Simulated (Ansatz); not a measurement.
One geometry of In(PH3)F3 (InPH₃F₃), several levels of theory.

```yaml
crystal:
  periodic: [false, false, false]
  atoms:
    - {symbol: In, position_ang: [-0.004299, 0.010115, -1.515437]}
    - {symbol: P, position_ang: [0.004742, -0.006889, 1.220907]}
    - {symbol: H, position_ang: [0.707966, 1.023081, 1.892029]}
    - {symbol: H, position_ang: [0.551583, -1.137706, 1.875058]}
    - {symbol: H, position_ang: [-1.241568, 0.078070, 1.888095]}
    - {symbol: F, position_ang: [1.933813, -0.014350, -1.793492]}
    - {symbol: F, position_ang: [-0.954351, 1.702311, -1.776341]}
    - {symbol: F, position_ang: [-0.997905, -1.654642, -1.790819]}
basis:
  gaussian: {orbitals: def2-TZVPD, initial_orbitals: start.molden}
hamiltonian: {xc: pbe, dispersion: d4}
scf: {omitted_lower_state_checks: [starts]}
output: {orbitals: {seedname: orbitals}}
```

The file start.molden holds the orbitals of an earlier run on this structure, at another level or in another basis.

```sh
$ ansatz run in.yaml --threads 4 --pin off --events-out ev --progress --plain --max-ram 3916MiB
```

Output, abridged:

```
Functional definition: PBE
1450 factors; their error is unknown
mean field evaluation 1: about -22656.4594 eV, gradient 1.4e1 eV
mean field evaluation 2: about -22656.7849 eV, gradient 3.8e-1 eV
mean field evaluation 4: about -22656.7710 eV, gradient 2.3e-1 eV
mean field evaluation 8: about -22656.7710 eV, gradient 1.5e-5 eV
mean field -22656.77104902 eV, -832.6209787404 hartree, gradient 1.5e-5 eV, S^2 0.000000; 0 other end points of the search recorded, 0 dependent functions left out
reference -22656.77110990 eV, -832.6209809779 hartree; 33, 33 occupied and 213, 213 virtual orbitals, 1450 factors
Total energy: -22656.92683219 eV, -832.6267036663 hartree
Checks for a lower state left out: starts
```

Hardware: 4 threads of AMD EPYC 7R43 on a shared host. Wall time 2.8 s.

As the first input, with `hamiltonian: {xc: r2scan, dispersion: d4}` (abridged; 4.5 s):

```
Functional definition: r2SCAN
mean field -22666.74022056 eV, -832.9873390372 hartree, gradient 1.4e-5 eV, S^2 0.000000
Total energy: -22666.77836981 eV, -832.9887409964 hartree
Checks for a lower state left out: starts
```

As the first input, with `hamiltonian: {xc: pbe0, dispersion: d4}` (abridged; 4 s):

```
Functional definition: PBE0
mean field -22657.36888310 eV, -832.6429487377 hartree, gradient 9.7e-6 eV, S^2 0.000000
Total energy: -22657.50334420 eV, -832.6478900921 hartree
Checks for a lower state left out: starts
```

As the first input, with `gaussian: {orbitals: def2-TZVP, initial_orbitals: start.molden}`, `hamiltonian: {xc: {text: "exchange = 0.95*pbe_x + 0.05*exact_x\ncorrelation = pbe_c"}}` (abridged; 2.6 s):

```
Functional definition: unnamed
mean field -22656.73007183 eV, -832.6194728565 hartree, gradient 8.9e-6 eV, S^2 0.000000
Total energy: -22656.73014662 eV, -832.6194756051 hartree
Checks for a lower state left out: starts
```

As the first input, with `gaussian: {orbitals: def2-SVP, initial_orbitals: start.molden}`, `hamiltonian: {xc: pbe0, dispersion: d4}` (abridged; 1.3 s):

```
Functional definition: PBE0
mean field -22643.19120226 eV, -832.1219285768 hartree, gradient 1.8e-5 eV, S^2 0.000000
Total energy: -22643.32566092 eV, -832.1268698413 hartree
Checks for a lower state left out: starts
```

The first input with `gaussian: {orbitals: def2-TZVP, initial_orbitals: start.molden}`, `hamiltonian: {xc: {name: B3LYP}, dispersion: d4}` (abridged; 2.7 s):

```
Functional definition: B3LYP
mean field -22671.15485304 eV, -833.1495737885 hartree, gradient 1.6e-5 eV, S^2 0.000000
Total energy: -22671.40688760 eV, -833.1588358879 hartree
Checks for a lower state left out: starts
```

The first input with `gaussian: {orbitals: def2-TZVP, initial_orbitals: start.molden}`, `hamiltonian: {xc: {text: "exchange = 0.90*pbe_x + 0.10*exact_x\ncorrelation = pbe_c"}}` (abridged; 2.6 s):

```
Functional definition: unnamed
mean field -22656.83861718 eV, -832.6234618245 hartree, gradient 1.8e-5 eV, S^2 0.000000
Total energy: -22656.83868747 eV, -832.6234644077 hartree
Checks for a lower state left out: starts
```

Geometry: r2SCAN-D4/def2-SVP.

In the def2 sets In takes a core potential; there is no spin–orbit coupling. B3LYP takes the VWN-RPA correlation.
